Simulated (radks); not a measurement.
Q: Charge is removed step by step from the 4p level of neutral technetium, starting from [Kr] 4d5 5s2. All-electron calculation, scalar-relativistic Kohn-Sham, BLYP, spin-unpolarised, spherical densities, finite nucleus; Fermi nuclear charge, rms radius 4.4112 fm. Program: a radial shooting solver on a logarithmic mesh with Libxc functionals. At the starting occupation the eigenvalue is -45.147 eV. Estimate the energy to remove one whole electron from this level, the eigenvalue at the end, and how far E(n) bends from a straight line.

A: Delta-SCF 51.296 eV; final eigenvalue -57.869 eV; the deviation from the straight line is -1.593 eV at 0.5 electron removed, the largest on the grid computed. Slater's transition state (half an electron removed) gives 51.227 eV. Integrating minus the eigenvalue over the occupation (Janak's theorem) gives 51.320 eV. In this scalar-relativistic scheme the density is built from large components alone, so the theorem holds only approximately. The mean slope of the eigenvalue, de/dn, is 12.7 eV per electron.
